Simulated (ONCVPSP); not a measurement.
## Br (Z = 35): excitation energies, all-electron against ONCV

ONCVPSP 4.0.1 input, shortened (lines: element, Z, core and valence counts, functional; n l f; lmax; l rc ep ncon nbas qcut; lloc lpopt rc5 dvloc0; l nproj debl; icmod fcfact rcfact), PBEsol, scalar-relativistic:

```
  Br 35.00    3    5  -116133      upf
    1    0    2.00
    2    0    2.00
    2    1    6.00
    3    0    2.00
    3    1    6.00
    3    2   10.00
    4    0    1.75
    4    1    5.25
    2
    0    0.95    0.00    4    7   16.10
    1    0.85    0.00    3    7   17.60
    2    0.80    0.00    4    9   23.70
    4    5    0.70    0.00
    0    2    1.60
    1    2    2.70
    2    3    1.40
    0    0.00    0.00
```

In the d channel the program set the typed energies aside and used -2.466, 0.250, 1.650 Ha.

Energies are relative to the spin-unpolarised reference configuration 3s2 3p6 3d10 4s1.75 4p5.25; without spin polarisation the order of configurations can differ from experiment.

Question: Give the all-electron excitation energy and the error of the potential for: 3s2 3p6 3d10 4s2 4p5; 3s2 3p6 3d10 4s2 4p4; 3s2 3p6 3d10 4s2 4p3; 3s2 3p6 3d10 4s1 4p6.

Answer:

```csv
valence configuration,charge,ΔE all-electron (eV),error AE − PS (meV)
3s2 3p6 3d10 4s2 4p5,0,-3.076,+3.4
3s2 3p6 3d10 4s2 4p4,+1,9.478,+19
3s2 3p6 3d10 4s2 4p3,+2,32.249,+38
3s2 3p6 3d10 4s1 4p6,0,9.301,-10
```
